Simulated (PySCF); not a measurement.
Sulfur: a sound run and one with changed settings

Sound run: S(2+) [Ne] 3s2 3p2, S(3+) [Ne] 3s2 3p1. Calculation: PySCF 2.14, in cc-pV(D+d)Z (4s3p2d, 23 functions); the non-relativistic Hamiltonian (point nucleus). The sound run starts from symmetry-adapted Hartree-Fock orbitals and uses a fine grid where one is needed.

Changed run: 26 angular points. This setting is unsound on purpose.

```tsv
species	method	sound run (hartree)	changed run (hartree)	converged
S(2+)	UHF	-396.32304	-396.32304	yes
S(2+)	TPSS	-396.88645	-396.88653	yes
S(2+)	PBE0	-396.72699	-396.72696	yes
S(3+)	UHF	-395.06882	-395.06882	yes
S(3+)	TPSS	-395.60466	-395.60478	yes
S(3+)	PBE0	-395.44555	-395.44547	yes
```

Ionisation energy of S(2+):

| method | sound run (eV) | changed run (eV) |
| --- | --- | --- |
| UHF | 34.129 | 34.129 |
| TPSS | 34.879 | 34.878 |
| PBE0 | 34.870 | 34.871 |

A coarse angular grid integrates products of high-l functions wrongly, so density functionals can shift, and the SCF can exploit the error; Hartree-Fock and MP2 need no grid.

For comparison, NIST gives 34.86 ± 0.04 eV between the lowest levels.
